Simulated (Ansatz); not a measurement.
C₂H₃BFN, SMILES `FB1CC=N1`. Charge 0, multiplicity 1.

```xyz
8

F    -0.0031   -2.3368   -0.2502
B     0.1969   -1.0473   -0.1411
C    -0.7130    0.2586   -0.1636
C     0.6581    0.7127    0.2915
N     1.4288   -0.3202    0.2067
H    -1.0116    0.6575   -1.1348
H    -1.5338    0.3771    0.5462
H     0.9778    1.6985    0.6455
```

(1) What are the harmonic wavenumbers in cm⁻¹ at PBE0-D4/def2-TZVP (Ansatz, finite differences of forces, unscaled)? (Estimate.)

(2) Is this a minimum?

(3) Give the ideal-gas thermochemistry at 298.15 K and 1 bar (rigid rotor, harmonic oscillator; point group C1, symmetry number 1).

(4) And at 400, 500, 600, 800 and 1000 K?

## Answers

(1) Ansatz gave: 46, 396, 478, 616, 831, 868, 931, 977, 1075, 1122, 1147, 1313, 1420, 1486, 1610, 3079, 3091, 3136.

(2) Yes, all 18 modes are real.

(3) Zero-point energy 141.3 kJ/mol; H(298) − E = 156.1 kJ/mol; entropy 298.8 J/(mol·K), of which translation 162.0, rotation 103.8, vibration 33.0; G(298) − E = 67.0 kJ/mol. Modes under 100 cm⁻¹ are hindered rotations or soft bends, so the harmonic entropy is rough.

(4) 
| T (K) | H − E (kJ/mol) | S (J/mol/K) | G − E (kJ/mol) |
| --- | --- | --- | --- |
| 400 | 164.2 | 322.1 | 35.4 |
| 500 | 173.8 | 343.4 | 2.1 |
| 600 | 184.7 | 363.2 | -33.3 |
| 800 | 209.5 | 398.8 | -109.5 |
| 1000 | 237.1 | 429.6 | -192.5 |
